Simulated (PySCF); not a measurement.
Ge₂H₈Si. Atoms are numbered in the order given.

```xyz
11

Si     0.0658    -0.8719    -0.6813
Ge     1.9031     0.5156    -0.0670
Ge    -1.9329    -0.1200     0.3762
H      0.3470    -2.2844    -0.2740
H     -0.1114    -0.8383    -2.1672
H      1.6259     1.9718    -0.4856
H      2.1032     0.4799     1.4598
H      3.2053     0.0491    -0.7442
H     -3.1368    -0.9949    -0.0205
H     -2.2286     1.3360    -0.0307
H     -1.7709    -0.1721     1.9072
```

Geometry: PBE0-D3(BJ)/def2-SVP.

Computed with PBE/pcSseg-1 run with PySCF.

GIAO shieldings, no solvent; atoms alike by connectivity are averaged. δ = σ(ref) − σ: ²⁹Si against TMS (σ = 335.4 ppm); ⁷³Ge against GeH4 (σ = 1614.4 ppm); ¹H against TMS (σ = 31.49 ppm), references at their B3LYP-D3(BJ)/def2-TZVP geometries, non-relativistic.

```json
[
 {"nucleus": "²⁹Si", "atoms": "Si1", "count": "1", "δ (ppm)": "-101.9"},
 {"nucleus": "⁷³Ge", "atoms": "Ge2, Ge3", "count": "2", "δ (ppm)": "0.3"},
 {"nucleus": "¹H", "atoms": "H4, H5", "count": "2", "δ (ppm)": "4.07"},
 {"nucleus": "¹H", "atoms": "H6, H7, H8, H9, H10, H11", "count": "6", "δ (ppm)": "3.98"}
]
```
